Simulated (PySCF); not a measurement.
Gas-phase XPS of (SiH3)(GeH3)PPF2, computed

Compound: (SiH3)(GeH3)PPF2, F2GeH6P2Si.
SMILES with atom numbers: `[F:1][P:2]([F:3])[P:4]([SiH3:5])[GeH3:6]`

Computed with delta-SCF UKS SCAN, pcX-2 on the ionised atom, pcseg-1 elsewhere, spin-free X2C in PySCF 2.14.0. These are vertical core ionisation energies against the vacuum level, from separate self-consistent calculations with and without the core hole.

Problem. List the computed XPS lines with their assignment.

Solution. 
```tsv
atom(s)	bonded to	level	binding energy (eV)	2p1/2 (eV)	above the level's lowest (eV)	count
F1/F3	P	F 1s	692.57	–	0.00	2
P2	2 F and P	P 1s	2153.14	–	+3.78	1
P4	P, Ge and Si	P 2p3/2	135.89	136.77	0.00	1
P4	P, Ge and Si	P 1s	2149.36	–	0.00	1
Si5	3 H and P	Si 2p3/2	107.02	107.64	0.00	1
Si5	3 H and P	Si 1s	1846.78	–	0.00	1
```

The listed P 1s values span 3.78 eV, from P4 (bonded to P, Ge and Si) to P2 (bonded to 2 F and P).

Problem. What is the longest wavelength that can ionise P 1s of P4 vertically?

Solution. λ = hc/E = 12398.42 eV Å / 2149.36 eV = 5.768 Å.

Problem. Which effective nuclear charge Zeff reproduces each element's mean 1s value in the hydrogen-like formula E = 13.606 eV × Zeff²?

Solution. F (Z = 9): mean 692.6 eV, Zeff = 7.13, Z − Zeff = 1.87; Si (Z = 14): mean 1846.8 eV, Zeff = 11.65, Z − Zeff = 2.35; P (Z = 15): mean 2151.2 eV, Zeff = 12.57, Z − Zeff = 2.43. Means run over the listed sites, weighted by atom count.

Topologically equivalent atoms share the value of their first member; where this conformer doesn't relate them by symmetry, their own values could differ. The list is incomplete; no value stands for P 2p of P2. For 2p shells one spin-free hole was relaxed; a mean-field spin–orbit operator and the ground-state splitting of the three 2p orbitals were then diagonalised within the shell. The shell's mean is (2 × 2p3/2 + 2p1/2)/3, and the degeneracies 2j + 1 give areas of 2:1. 2p1/2 minus 2p3/2 (ligand field included): P 0.89 eV, Si 0.62 eV. No level of germanium is listed. The structure is a single PBE0-D3(BJ)/def2-SVP conformer in the gas phase; no vibrational or solvent corrections.

Shape of the structure used: `[F:1][P:2]([F:3])[P:4]([SiH3:5])[GeH3:6]`: F1–P2–P4–Si5 -110°.
